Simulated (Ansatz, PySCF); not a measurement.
Donor–acceptor adduct: AlH3 (SMILES [AlH3]) (first 4 atoms) with C2H3N (SMILES CC#N); geometry from B3LYP-D3(BJ)/def2-TZVP, rigid monomers moved along the line of their centres of mass till Al1···N7 is 2.34 Å.
(charge 0, multiplicity 1):
```xyz
10

Al    -0.035     0.153    -0.410
H     -1.495    -0.220    -0.929
H      1.146    -0.862    -0.745
H      0.333     1.700    -0.301
C     -0.617    -0.860     4.381
C     -0.446    -0.563     2.975
N     -0.311    -0.328     1.864
H     -0.170    -1.828     4.609
H     -0.131    -0.090     4.982
H     -1.679    -0.888     4.625
```

Monomers are frozen at their geometry in the pair; levels with a basis set take the counterpoise correction. Rows marked so take none.

Rows in 3-21G, 6-31G* carry no dispersion term and start afresh at each structure (6-31G* with six Cartesian d functions).

Codes used: Ansatz (Gaussian orbitals); PySCF for 3-21G rows, 6-31G* rows, the dispersion terms. Values without a source in brackets are computed.

Q: One of these levels gives -98.5 kJ/mol for the interaction energy. Which one is it?
(A) r2SCAN-D3(BJ)/def2-TZVPPD
(B) HF/6-31G* (no counterpoise)
(C) B3LYP/3-21G (no counterpoise)

A: A, r2SCAN-D3(BJ)/def2-TZVPPD. The others give -85.3 (HF/6-31G* (no counterpoise)), -124.5 (B3LYP/3-21G (no counterpoise))

Ansatz is an electronic-structure program.
